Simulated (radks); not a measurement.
Species: Cu3+. Configuration: [Ne] 3s2 3p5 3d8 4f1 (not the ground configuration). All-electron calculation, Dirac Kohn-Sham, exchange-only PBE, spin-unpolarised, spherical densities, finite nucleus; open shells fill j = l - 1/2 first; Fermi nuclear charge, rms radius 3.8823 fm. Program: a radial shooting solver on a logarithmic mesh with Libxc functionals.

Normalised radial functions P(r) = r R(r) (large component), r in bohr:

r          4f7/2
0.001731  0.0000
0.001999  0.0000
0.002309  0.0000
0.002666  0.0000
0.003079  0.0000
0.003528  0.0000
0.004074  0.0000
0.004705  0.0000
0.005434  0.0000
0.006275  0.0000
0.007247  0.0000
0.00837   0.0000
0.009666  0.0000
0.01116   0.0000
0.01279   0.0000
0.01477   0.0000
0.01706   0.0000
0.0197    0.0000
0.02275   0.0000
0.02628   0.0000
0.03035   0.0000
0.03505   0.0000
0.04047   0.0000
0.04637   0.0000
0.05355   0.0000
0.06185   0.0000
0.07142   0.0000
0.08249   0.0001
0.09526   0.0001
0.11      0.0002
0.1271    0.0003
0.1467    0.0004
0.1681    0.0007
0.1942    0.0011
0.2242    0.0017
0.259     0.0026
0.2991    0.0038
0.3454    0.0057
0.3989    0.0084
0.4606    0.0121
0.532     0.0173
0.6095    0.0240
0.7039    0.0336
0.8129    0.0467
0.9388    0.0646
1.084     0.0887
1.252     0.1205
1.446     0.1617
1.67      0.2132
1.929     0.2742
2.21      0.3375
2.552     0.4039
2.947     0.4638
3.404     0.5099
3.931     0.5233
4.54      0.4949
5.243     0.4286
6.055     0.3372
6.993     0.2376
8.012     0.1509
9.252     0.0796
10.69     0.0348
12.34     0.0123
14.25     0.0034

4f7/2 (empty): eigenvalue -11.184 eV, 0 radial nodes, <r> = 4.36 bohr, 90 % of the charge inside 6.43 bohr.
